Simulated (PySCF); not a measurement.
Here is a job for PySCF.
```python
from pyscf import gto, scf, dft

mol = gto.M(
    atom='''
Si    0.000000   -0.000000   -0.000000
H     0.028744    1.072285    1.066288
H    -0.027528   -1.065933    1.072670
H     0.027528    1.065933   -1.072670
H    -0.051740   -1.930114   -1.919318
''',
    basis='def2-sv(p)',
    charge=1,
    spin=1,
    verbose=4,
)

mf = dft.UKS(mol)
mf.xc = 'pbe'
mf.kernel()
mo_i, mo_e, stable_i, stable_e = mf.stability(internal=True, external=False, return_status=True, nroots=6, tol=1e-6)
print('internally stable:', stable_i, ' externally stable:', stable_e)
if not stable_i:
    umf = mf.copy()
    umf.scf_summary = {}
    umf.kernel(umf.make_rdm1(mo_i, mf.mo_occ))
```

Task: Estimate the HOMO energy that PBE/def2-SV(P) in PySCF returns for this input.

Result: -13.02 eV

Task: Estimate the total energy that PBE/def2-SV(P) returns for this input.

Result: -291.1237 Eh

Task: Estimate the <S^2> that PBE/def2-SV(P) returns for this input.

Result: 0.753

Task: What number of basis functions does PBE/def2-SV(P) give?

Result: 26

Task: What is the computed nuclear repulsion energy (PBE/def2-SV(P))?

Result: 18.5505 Eh

Task: Give the Mulliken (on the basis functions themselves) charges in atom order at the level PBE/def2-SV(P).

Result: Si1 0.27, H2 0.13, H3 0.24, H4 0.24, H5 0.12

These values belong to the state on which the SCF converged, which isn't shown to be the lowest.

Task: Roughly what does it cost on one core?

Result: about 17 core-seconds (a rough figure).
